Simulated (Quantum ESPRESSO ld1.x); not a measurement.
ld1.x (Quantum ESPRESSO 7.5) input

```
 &input
    atom='Hg',
    iswitch=1,
    rel=1,
    lsd=1,
    dft='PW',
    config='[Xe] 4f13 5d9.5 6s2 6p1.5',
    prefix='ld1',
    max_out_wfc=37,
    file_charge='ld1.rho',
 /
```

It prints:

```
     Program LD1 v.7.5 starts

     --------------------------- All-electron run ----------------------------

     scalar relativistic calculation

     atomic number is 80.00
     dft =PW   lsd =1 sic =0 latt =0  beta=0.20 tr2=1.0E-14
     Exchange-correlation= PW
                           (   1   4   0   0   0   0   0)
     mesh =2125 r(mesh) = 100.48147 a.u. xmin = -8.00 dx = 0.00800
     1 Ry =  13.60569312 eV, c = 137.03599908

     n l     nl                  e(Ry)          e(Ha)          e(eV)
     1 0     1S 1( 1.00)     -6110.9105     -3055.4552    -83143.1727
     2 0     2S 1( 1.00)     -1084.5364      -542.2682    -14755.8695
     2 1     2P 1( 3.00)      -935.6716      -467.8358    -12730.4602
     3 0     3S 1( 1.00)      -258.7895      -129.3947     -3521.0104
     3 1     3P 1( 3.00)      -215.7940      -107.8970     -2936.0272
     4 0     4S 1( 1.00)       -58.1150       -29.0575      -790.6944
     4 1     4P 1( 3.00)       -43.9702       -21.9851      -598.2446
     3 2     3D 1( 5.00)      -170.5053       -85.2526     -2319.8427
     5 0     5S 1( 1.00)        -9.6423        -4.8211      -131.1900
     5 1     5P 1( 3.00)        -5.7203        -2.8601       -77.8284
     4 2     4D 1( 5.00)       -27.2103       -13.6052      -370.2154
     4 3     4F 1( 7.00)        -8.6337        -4.3168      -117.4674
     5 2     5D 1( 5.00)        -1.3309        -0.6655       -18.1081
     6 0     6S 1( 1.00)        -0.8089        -0.4044       -11.0051
     6 1     6P 1( 1.50)        -0.2525        -0.1263        -3.4358
     1 0     1S 2( 1.00)     -6110.9094     -3055.4547    -83143.1579
     2 0     2S 2( 1.00)     -1084.5291      -542.2645    -14755.7700
     2 1     2P 2( 3.00)      -935.6652      -467.8326    -12730.3736
     3 0     3S 2( 1.00)      -258.7271      -129.3635     -3520.1611
     3 1     3P 2( 3.00)      -215.7306      -107.8653     -2935.1639
     4 0     4S 2( 1.00)       -58.0141       -29.0071      -789.3225
     4 1     4P 2( 3.00)       -43.8735       -21.9367      -596.9288
     3 2     3D 2( 5.00)      -170.4543       -85.2271     -2319.1483
     5 0     5S 2( 1.00)        -9.5898        -4.7949      -130.4756
     5 1     5P 2( 3.00)        -5.6733        -2.8367       -77.1895
     4 2     4D 2( 5.00)       -27.1162       -13.5581      -368.9345
     4 3     4F 2( 6.00)        -8.5374        -4.2687      -116.1569
     5 2     5D 2( 4.50)        -1.2878        -0.6439       -17.5214
     6 0     6S 2( 1.00)        -0.7520        -0.3760       -10.2321
     6 1     6P 2( 0.00)        -0.1949        -0.0975        -2.6520

     final scf error:  1.7E-15 reached in  35 iterations

     Etot =  -39215.898252 Ry,  -19607.949126 Ha, -533559.477164 eV
     Total magnetization:    3.00 Bohr mag.

     Ekin =   44026.646504 Ry,   22013.323252 Ha,  599013.041566 eV
     Encl =  -97623.923984 Ry,  -48811.961992 Ha,-1328241.151192 eV
     Eh   =   15098.199563 Ry,    7549.099781 Ha,  205421.469960 eV
     Exc  =    -716.820335 Ry,    -358.410167 Ha,   -9752.837498 eV

     normalization and overlap integrals

     s(1S/1S) =  1.000000  <r> =   0.0166  <r2> =    0.0004  r(max) =   0.0102
     s(1S/2S) = -0.038461
     s(1S/3S) = -0.016866
     s(1S/4S) = -0.008385
     s(1S/5S) = -0.003850
     s(1S/6S) = -0.001280
     s(2S/2S) =  1.000000  <r> =   0.0700  <r2> =    0.0058  r(max) =   0.0590
     s(2S/3S) = -0.010869
     s(2S/4S) = -0.005148
     s(2S/5S) = -0.002339
     s(2S/6S) = -0.000776
     s(2P/2P) =  1.000000  <r> =   0.0633  <r2> =    0.0049  r(max) =   0.0491
     s(2P/3P) = -0.008481
     s(2P/4P) = -0.003811
     s(2P/5P) = -0.001605
     s(2P/6P) = -0.000392
     s(3S/3S) =  1.000000  <r> =   0.1808  <r2> =    0.0374  r(max) =   0.1670
     s(3S/4S) = -0.003758
     s(3S/5S) = -0.001647
     s(3S/6S) = -0.000544
     s(3P/3P) =  1.000000  <r> =   0.1823  <r2> =    0.0385  r(max) =   0.1670
     s(3P/4P) = -0.003152
     s(3P/5P) = -0.001282
     s(3P/6P) = -0.000312
     s(4S/4S) =  1.000000  <r> =   0.3985  <r2> =    0.1792  r(max) =   0.3746
     s(4S/5S) = -0.001166
     s(4S/6S) = -0.000378
     s(4P/4P) =  1.000000  <r> =   0.4243  <r2> =    0.2046  r(max) =   0.3961
     s(4P/5P) = -0.000922
     s(4P/6P) = -0.000221
     s(3D/3D) =  1.000000  <r> =   0.1651  <r2> =    0.0319  r(max) =   0.1356
     s(3D/4D) = -0.002309
     s(3D/5D) = -0.000722
     s(5S/5S) =  1.000000  <r> =   0.8872  <r2> =    0.8824  r(max) =   0.8203
     s(5S/6S) = -0.000226
     s(5P/5P) =  1.000000  <r> =   1.0156  <r2> =    1.1647  r(max) =   0.9176
     s(5P/6P) = -0.000126
     s(4D/4D) =  1.000000  <r> =   0.4465  <r2> =    0.2302  r(max) =   0.4025
     s(4D/5D) = -0.000571
     s(4F/4F) =  1.000000  <r> =   0.4735  <r2> =    0.2690  r(max) =   0.3628
     s(5D/5D) =  1.000000  <r> =   1.3799  <r2> =    2.2314  r(max) =   1.1207
     s(6S/6S) =  1.000000  <r> =   2.4428  <r2> =    6.7900  r(max) =   2.0750
     s(6P/6P) =  1.000000  <r> =   3.5346  <r2> =   14.5468  r(max) =   2.8122
     s(1S/1S) =  1.000000  <r> =   0.0166  <r2> =    0.0004  r(max) =   0.0102
     s(1S/2S) = -0.038461
     s(1S/3S) = -0.016868
     s(1S/4S) = -0.008383
     s(1S/5S) = -0.003846
     s(1S/6S) = -0.001291
     s(2S/2S) =  1.000000  <r> =   0.0700  <r2> =    0.0058  r(max) =   0.0590
     s(2S/3S) = -0.010870
     s(2S/4S) = -0.005147
     s(2S/5S) = -0.002336
     s(2S/6S) = -0.000783
     s(2P/2P) =  1.000000  <r> =   0.0633  <r2> =    0.0049  r(max) =   0.0491
     s(2P/3P) = -0.008483
     s(2P/4P) = -0.003809
     s(2P/5P) = -0.001602
     s(2P/6P) = -0.000385
     s(3S/3S) =  1.000000  <r> =   0.1808  <r2> =    0.0374  r(max) =   0.1670
     s(3S/4S) = -0.003758
     s(3S/5S) = -0.001646
     s(3S/6S) = -0.000548
     s(3P/3P) =  1.000000  <r> =   0.1822  <r2> =    0.0385  r(max) =   0.1670
     s(3P/4P) = -0.003152
     s(3P/5P) = -0.001280
     s(3P/6P) = -0.000306
     s(4S/4S) =  1.000000  <r> =   0.3986  <r2> =    0.1793  r(max) =   0.3746
     s(4S/5S) = -0.001165
     s(4S/6S) = -0.000381
     s(4P/4P) =  1.000000  <r> =   0.4244  <r2> =    0.2047  r(max) =   0.3961
     s(4P/5P) = -0.000921
     s(4P/6P) = -0.000217
     s(3D/3D) =  1.000000  <r> =   0.1651  <r2> =    0.0319  r(max) =   0.1356
     s(3D/4D) = -0.002308
     s(3D/5D) = -0.000722
     s(5S/5S) =  1.000000  <r> =   0.8878  <r2> =    0.8836  r(max) =   0.8203
     s(5S/6S) = -0.000228
     s(5P/5P) =  1.000000  <r> =   1.0163  <r2> =    1.1664  r(max) =   0.9176
     s(5P/6P) = -0.000124
     s(4D/4D) =  1.000000  <r> =   0.4467  <r2> =    0.2303  r(max) =   0.4025
     s(4D/5D) = -0.000571
     s(4F/4F) =  1.000000  <r> =   0.4741  <r2> =    0.2698  r(max) =   0.3628
     s(5D/5D) =  1.000000  <r> =   1.3779  <r2> =    2.2223  r(max) =   1.1207
     s(6S/6S) =  1.000000  <r> =   2.4351  <r2> =    6.7564  r(max) =   2.0585
     s(6P/6P) =  1.000000  <r> =   3.6479  <r2> =   15.7033  r(max) =   2.8122

     ------------------------ End of All-electron run ------------------------
```

Run on one thread of a shared host, so times are rough (Intel(R) Xeon(R) Processor @ 2.60GHz): 1 s of CPU time, 1.1 s wall, 35 iterations on 2125 mesh points.
